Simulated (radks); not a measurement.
Results of a calculation; reference values are marked as such.
All-electron atom: W2+ in [Xe] 4f14 5d4.

Level of theory: Dirac Kohn-Sham, PBE, spin-unpolarised, spherical densities, finite nucleus; open shells fill j = l - 1/2 first; Fermi nuclear charge, rms radius 5.3658 fm (a radial shooting solver on a logarithmic mesh with Libxc functionals).

Energy parts (hartree):
| part | energy |
|---|---|
| total | -16162.4948 |
| kinetic | 18200.9395 |
| electron-nucleus | -40323.5030 |
| Hartree | 6284.7457 |
| exchange-correlation | -324.6770 |

Orbitals (lengths in bohr, moments of r in powers of bohr):
1s1/2: occ. 2; eigenvalue (hartree) -2549.941; <1/r> 87.04; small-component weight 7.79e-02
2s1/2: occ. 2; eigenvalue (hartree) -440.3054; <1/r> 21.18; small-component weight 1.76e-02
2p1/2: occ. 2; eigenvalue (hartree) -421.1671; <1/r> 21.15; small-component weight 1.77e-02
2p3/2: occ. 4; eigenvalue (hartree) -371.4570; <1/r> 17.77; small-component weight 1.60e-02
3s1/2: occ. 2; eigenvalue (hartree) -101.8380; <1/r> 7.776; small-component weight 5.81e-03
3p1/2: occ. 2; eigenvalue (hartree) -93.29344; <1/r> 7.692; small-component weight 5.75e-03
3p3/2: occ. 4; eigenvalue (hartree) -82.54448; <1/r> 6.817; small-component weight 5.26e-03
3d3/2: occ. 4; eigenvalue (hartree) -68.12496; <1/r> 6.711; small-component weight 5.14e-03
3d5/2: occ. 6; eigenvalue (hartree) -65.78733; <1/r> 6.504; small-component weight 5.01e-03
4s1/2: occ. 2; eigenvalue (hartree) -21.45966; <1/r> 3.267; small-component weight 1.91e-03
4p1/2: occ. 2; eigenvalue (hartree) -17.91208; <1/r> 3.157; small-component weight 1.82e-03
4p3/2: occ. 4; eigenvalue (hartree) -15.42114; <1/r> 2.853; small-component weight 1.63e-03
4d3/2: occ. 4; eigenvalue (hartree) -9.58734; <1/r> 2.638; small-component weight 1.44e-03
4d5/2: occ. 6; eigenvalue (hartree) -9.12831; <1/r> 2.565; small-component weight 1.39e-03
5s1/2: occ. 2; eigenvalue (hartree) -3.46964; <1/r> 1.262; small-component weight 4.25e-04
5p1/2: occ. 2; eigenvalue (hartree) -2.42123; <1/r> 1.131; small-component weight 3.49e-04
5p3/2: occ. 4; eigenvalue (hartree) -2.06169; <1/r> 1.024; small-component weight 2.97e-04
4f5/2: occ. 6; eigenvalue (hartree) -1.83279; <1/r> 2.100; small-component weight 9.82e-04
4f7/2: occ. 8; eigenvalue (hartree) -1.75058; <1/r> 2.069; small-component weight 9.60e-04
5d3/2: occ. 4; eigenvalue (hartree) -0.73784; <1/r> 0.6997; small-component weight 1.41e-04
5d5/2: occ. 0; eigenvalue (hartree) -0.70757; <1/r> 0.6763; small-component weight 1.33e-04

The highest occupied level is 5d3/2 at -20.078 eV. Summed over all electrons, <r^2> = 41.74 bohr^2, which gives a Langevin (diamagnetic) susceptibility term of -33.1 x 10^-6 cm^3/mol. The density falls to 0.001 e/bohr^3 at r = 3.73 bohr.
